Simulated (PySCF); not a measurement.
Ba(Cl)2 anion (BaCl2), SMILES [Cl][Ba][Cl] (connectivity only; charge and spin as stated), charge -1, multiplicity 2.

Coordinates come from a B3LYP-D3(BJ)/def2-SVPD optimisation. The multiplicity is an assumed one; other spin states were not compared. The isomer is the one that the SMILES or the coordinates give; other isomers of the formula were not compared. The def2 effective core potentials stand for the cores of Ba; spin–orbit coupling is left out.

Calculation: M06-2X/def2-TZVPD in PySCF.

Computed frontier levels, dipole moment and polarisability:
```json
{
  "α spin, highest occupied and lowest empty level": "-0.41 and 2.54 eV",
  "β spin, highest occupied and lowest empty level": "-5.17 and 0.81 eV",
  "dipole_moment_about_the_centre_of_nuclear_charge": "1.44 D",
  "mean_static_polarisability": "284.0 bohr³ (42.08 Å³)",
  "polarisability_principal_values": "232.4, 269.1, 350.5 bohr³",
  "⟨S²⟩": "0.751 (pure state 0.75)"
}
```
